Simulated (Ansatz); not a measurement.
`F[SiH2]S[SiH](F)F` + `N=C=O` → `O=C=N[SiH2]F` + `F[SiH](F)S`  (ligand exchange at the Si–S bond)

Isolated molecules relaxed with PBE0-D4/def2-TZVP in Ansatz; ΔE leaves out vibrations. CCSD(T)/CBS adds triple-zeta CCSD(T) − MP2 to the extrapolated MP2 energy (def2 sets, frozen cores). This one scheme is used for every species. DFT in def2-TZVPP. Each species was taken in one conformer, which may not be the lowest.

```
       level  ΔE (kJ/mol)
 LDA (SPW92)        -25.0
HF/CBS(def2)        -58.8
```

Task: What does CCSD(T)/CBS give? (Estimate.)

Result: Computed: -32.7 kJ/mol. The listed levels differ from it by 7.7, -26.1 kJ/mol.

Largest T1 diagnostic among the species: 0.018.

At CCSD(T), def2-SVP lies −8.0 kJ/mol from the extrapolated value and def2-TZVPP −3.4 kJ/mol. The D4 term adds +7.5 kJ/mol with B3LYP and +4.1 kJ/mol with PBE0; it sums over pairs of atoms, weighted by their polarisabilities, and B3LYP, whose exchange is more repulsive, gets the larger term.

B3LYP here is the variant with VWN-RPA as its local correlation; programs differ in this.
